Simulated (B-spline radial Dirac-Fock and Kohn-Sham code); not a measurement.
ΔSCF core binding energies without Breit or QED terms, calculated with a radial atomic solver.

A sound run for neutral rubidium, [Kr] 5s1: The ground state converged in 10 iterations, with total energy -2979.80549 Ha, virial ratio 1.97197 and highest orbital energy -3.81 eV. ΔSCF binding energies: K (1s) 15241.3 eV, L3 (2p3/2) 1813.9 eV, M5 (3d5/2) 115.9 eV.

A second run, with one unsound setting: The ground state had not converged after 5 iterations, with total energy -2979.80541 Ha, virial ratio 1.97212 and highest orbital energy -3.82 eV. ΔSCF binding energies: K (1s) 15241.4 eV, L3 (2p3/2) 1813.9 eV, M5 (3d5/2) 115.9 eV (not all states converged, so these are not final).

```
iter   energy (Ha)        error
   1    -2979.29971256  1.33e+00
   2    -2979.71052460  1.08e-01
   3    -2979.80047841  2.42e-02
   4    -2979.80500370  9.16e-03
   5    -2979.80540977  2.73e-03
```

Task: Which fault fits the second run best?
A. speed of light below Z
B. overfilled shell
C. too few quadrature points
D. too few iterations

Result: D. The input had maxit = 5: maxit ends the run before self-consistency.
